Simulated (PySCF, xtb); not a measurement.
Si(H)2(SH)2 (H₄S₂Si), SMILES S[SiH2]S. Atoms are numbered in the order given.

```xyz
7

Si     0.0000     0.0000    -0.7886
S     -1.7956    -0.0521     0.3797
S      1.7956     0.0521     0.3797
H     -0.1006    -1.2126    -1.6254
H      0.1006     1.2126    -1.6254
H     -1.5167     1.0668     1.0712
H      1.5167    -1.0668     1.0712
```

The structure is a stationary point at B3LYP-D3(BJ)/def2-TZVP. The values are those of a single conformer.

The numbers are results of IEF-PCM-M06-2X/def2-SVP in PySCF 2.14.0, not measurements.

The values are the electrostatic part of the solvation free energy, E(continuum) − E(gas) at the gas-phase geometry, in a cavity of scaled van der Waals radii (PySCF's table); cavitation and dispersion terms are not included. In vacuum the orbital gap is 9.85 eV. The dipole moment in vacuum is 0.13 D.

Computed values in water (ε = 78.36), 1-octanol (ε = 9.86), ethylethanoate (ε = 5.99):
```csv
solvent,ε,ΔG(elec) (kcal/mol),dipole (D),gap (eV)
water,78.36,-3.6,0.21,9.93
1-octanol,9.86,-3.1,0.19,9.92
ethylethanoate,5.99,-2.7,0.18,9.91
```

For comparison, GFN2-xTB/ALPB(water) (xtb, at the GFN2-xTB geometry, all terms of that model) gives -0.8 kcal/mol.
